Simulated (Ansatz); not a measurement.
B₅As₅H₁₈, a cluster cut from wurtzite BAs (hydrogen-capped), 28 atoms. Hardware: 4 threads of Arm Neoverse V2 on a shared host.

The 6-31G sets use Cartesian d functions. Correlated methods freeze 50 core orbitals; core or outer-core shells of As are correlated, in sets that lack core-valence functions.

Problem. How many basis functions does each of these Ansatz runs have, and roughly what does it cost? B3LYP-D4/6-31G, charge 0 singlet, energy; MP2/def2-SVP, charge 0 singlet, energy, from earlier orbitals; PBE-D4/def2-SVP, charge -1 doublet at the geometry of the charge 0 singlet, energy; PBE-D4/def2-SVP, charge 1 doublet at the geometry of the charge 0 singlet, energy; HF/6-31G, charge 0 singlet, energy; r2SCAN-D4/def2-SVP, charge 0 singlet, energy, from earlier orbitals; PBE-D4/def2-SVP, charge 0 singlet, relaxation, 7 steps; RPA@PBE/def2-SVP, charge 0 singlet, energy, from earlier orbitals; PBE0-D4/def2-SVP, charge 0 singlet, energy and forces, from earlier orbitals; PBE-D4/def2-SVP, charge 0 singlet, energy, from earlier orbitals; PBE-D4/def2-SVP, charge 0 triplet at the geometry of the charge 0 singlet, energy.

Solution. Other jobs shared the machine, so times can vary by a factor of up to 3.

| run | functions | fitting or Cholesky vectors | wall time | peak host memory (GiB) |
| --- | --- | --- | --- | --- |
| HF/6-31G, charge 0 singlet, energy | 226 | 2456 | 8 s | 1.1 |
| PBE-D4/def2-SVP, charge 0 singlet, energy, from earlier orbitals | 320 | 3629 | 9 s | 0.92 |
| B3LYP-D4/6-31G, charge 0 singlet, energy | 226 | 2456 | 12 s | 1.2 |
| r2SCAN-D4/def2-SVP, charge 0 singlet, energy, from earlier orbitals | 320 | 3629 | 19 s | 0.98 |
| PBE-D4/def2-SVP, charge -1 doublet at the geometry of the charge 0 singlet, energy | 320 | 3629 | 23 s | 1 |
| PBE0-D4/def2-SVP, charge 0 singlet, energy and forces, from earlier orbitals | 320 | 3227 | 26 s | 1.9 |
| MP2/def2-SVP, charge 0 singlet, energy, from earlier orbitals | 320 | 3227 | 28 s | 1.9 |
| PBE-D4/def2-SVP, charge 1 doublet at the geometry of the charge 0 singlet, energy | 320 | 3629 | 35 s | 1.1 |
| RPA@PBE/def2-SVP, charge 0 singlet, energy, from earlier orbitals | 320 | 3227 | 42 s | 1.5 |
| PBE-D4/def2-SVP, charge 0 singlet, relaxation, 7 steps | 320 | 3629 | 49 s | 0.92 |
| PBE-D4/def2-SVP, charge 0 triplet at the geometry of the charge 0 singlet, energy | 320 | 3629 | 56 s | 2.2 |
